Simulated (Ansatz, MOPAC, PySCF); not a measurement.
Dimer: GeH4 (SMILES [GeH4]) (first 5 atoms) with CH5N (SMILES CN); geometry from B3LYP-D3(BJ)/def2-TZVP, rigid monomers moved along the line of their centres of mass till Ge1···N7 is 2.87 Å.
(charge 0, multiplicity 1):
| atom | x (Å) | y (Å) | z (Å) |
|---|---|---|---|
| Ge | 0.1056 | 0.2676 | 0.4932 |
| H | 0.5397 | 1.7002 | 0.8242 |
| H | -1.3136 | -0.0119 | 1.0041 |
| H | 1.0990 | -0.7557 | 1.0585 |
| H | 0.0934 | 0.1152 | -1.0462 |
| C | -0.2900 | -0.8792 | 3.7589 |
| N | 0.1005 | 0.4702 | 3.3541 |
| H | 0.4338 | -1.5939 | 3.3644 |
| H | -1.2567 | -1.1198 | 3.3142 |
| H | -0.3656 | -1.0338 | 4.8428 |
| H | 1.0056 | 0.7172 | 3.7355 |
| H | -0.5633 | 1.1574 | 3.6900 |

Interaction energies are E(AB) − E(A) − E(B) at the monomers' geometry in the complex; basis-set methods are counterpoise corrected. Rows marked so take none.

Rows in 3-21G carry no dispersion term and start afresh at each structure; the Pople sets are all-electron and without relativity. The state that PM6 reach isn't checked.

The values were computed with Ansatz (a first-principles code) with Gaussian orbitals; MOPAC for PM6 (differences of heats of formation); PySCF for 3-21G rows, the dispersion terms. 

Q: One of these levels gives -1.5 meV for the interaction energy. Name it.
(A) PBE/def2-TZVPPD
(B) HF/3-21G (no counterpoise)
(C) PBE-D4/def2-TZVPPD
(D) PM6

A: A, PBE/def2-TZVPPD. The others give 120.8 (PM6), -192.5 (HF/3-21G (no counterpoise)), -82.8 (PBE-D4/def2-TZVPPD)
